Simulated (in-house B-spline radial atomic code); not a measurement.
A calculation on the chlorine ion Cl²⁺ (an excited or competing configuration): its settings, and results tabulated from the run. Computed with a radial B-spline atomic code at the basis-set limit: Dirac-Hartree-Fock, average of the jj configuration, Fermi nucleus of rms radius 3.3654 fm.

In the input, a minus or plus after the letter marks the j = l - 1/2 or j = l + 1/2 subshell.

Command:
```bash
python run_scf.py task.json out
```
Settings (nuclear radius in fm, mass in u):
```
Z                17
configuration    1s2 2s2 2p-1 2p+4 3s2 3p-2 3p+1 7d+1
hamiltonian      dirac
method           hf
spin_polarised   False
nucleus          fermi
rms_radius       3.3654
atomic_mass      34.96885
speed_of_light   137.035999084
```

Output (hartree, bohr):
```
 radial grid: 92 intervals, B-splines of order 8, outer radius 102 bohr

 iter        energy (Eh)    residual
    1       -447.5187292    3.03e-01
    2       -450.6941412    1.18e-01
    3       -450.7838203    4.84e-02
    4       -450.7998649    1.99e-02
    5       -450.8036930    3.95e-03
    6       -450.8037917    3.88e-04
    7       -450.8037943    3.85e-05
    8       -450.8037943    2.67e-06
    9       -450.8037943    3.11e-07
   10       -450.8037943    1.16e-08

 total energy                     -450.803794
 kinetic                            453.66833
 electron-nucleus                 -1047.81495
 electron-electron                  143.34282

 first-order corrections (not in the total)
   Gaunt                            0.11071
   retardation                     -0.00809
   frequency dependence            -0.00011
   self-energy                      0.07690
   Uehling                         -0.00520
   Wichmann-Kroll                   0.00001
   recoil                           0.00593

 orbital      occ     eigenvalue          <r>       <r^2>       <1/r>       <r^4>       r_max    small
 1s1/2      2.000     -108.41695    0.0907418   0.0110726     16.6966  0.00031679     0.05948  3.67e-03
 2s1/2      2.000      -13.05962     0.430428    0.219044     3.41448   0.0845478      0.3556  6.10e-04
 2p1/2      1.000      -10.82971     0.397443    0.198865     3.28594   0.0974787      0.2954  5.73e-04
 2p3/2      4.000      -10.62535     0.392778    0.190455     3.28805   0.0749327      0.2969  5.77e-04
 3s1/2      2.000       -2.56554      1.34053     2.05261       1.025     6.56699       1.173  1.17e-04
 3p1/2      2.000       -1.96385      1.44229     2.42032    0.957677     9.58056       1.249  1.10e-04
 3p3/2      1.000       -2.01326      1.43221     2.37259    0.937869     9.12697       1.233  1.03e-04
 7d5/2      1.000       -0.10467      20.5169     473.384   0.0726073      294561       22.73  3.63e-06

 Slater integrals (Eh)
   F0(2p1/2,2p1/2)               2.313407
   F0(2p1/2,2p3/2)               2.321028
   G2(2p1/2,2p3/2)               1.081277
   F0(2p1/2,3p1/2)               0.851047
   G0(2p1/2,3p1/2)               0.075936
   F0(2p1/2,3p3/2)               0.844935
   G2(2p1/2,3p3/2)               0.066390
   F0(2p1/2,7d5/2)               0.072379
   G3(2p1/2,7d5/2)               0.001251
   F0(2p3/2,2p3/2)               2.328701
   F2(2p3/2,2p3/2)               1.090082
   F0(2p3/2,3p1/2)               0.851939
   G2(2p3/2,3p1/2)               0.071694
   F0(2p3/2,3p3/2)               0.845783
   F2(2p3/2,3p3/2)               0.160146
   G0(2p3/2,3p3/2)               0.062171
   G2(2p3/2,3p3/2)               0.063956
   F0(2p3/2,7d5/2)               0.072395
   F2(2p3/2,7d5/2)               0.002981
   G1(2p3/2,7d5/2)               0.002139
   G3(2p3/2,7d5/2)               0.001217
   F0(3p1/2,3p1/2)               0.624914
   F0(3p1/2,3p3/2)               0.626959
   G2(3p1/2,3p3/2)               0.318573
   (list cut)
```

Run time, properties included: 2.6 s on 1 thread of Arm Neoverse V1, with other jobs on the host.

For the Dirac Hamiltonian the kinetic term is c α·p + (β - 1)c².
